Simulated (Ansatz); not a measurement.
Ansatz (a quantum-chemistry and plane-wave program) input:

Ansatz 0.2 input:
```yaml
crystal:
  periodic: [false, false, false]
  atoms:
    - {symbol: Sn, position_ang: [2.08857302, 0.46120322, -0.01053887]}
    - {symbol: Sn, position_ang: [-0.52927575, 0.44246189, 0.03645981]}
    - {symbol: H, position_ang: [-1.50208717, -0.92934710, -0.00106529]}
basis:
  gaussian:
    orbitals: def2-TZVP
hamiltonian:
  xc: b3lyp
  dispersion: d3bj
total_charge: -1
relax: {f_tol: 0.002, max_steps: 150}
```

Problem. Which total energy does the run end on?

Solution. -429.40008 Eh (B3LYP-D3(BJ)/def2-TZVP). The basis has 106 functions. The run takes about 30 core-seconds (a rough figure).

It need not be the lowest isomer of its formula. Whether it binds its extra electron was not tested at this geometry.
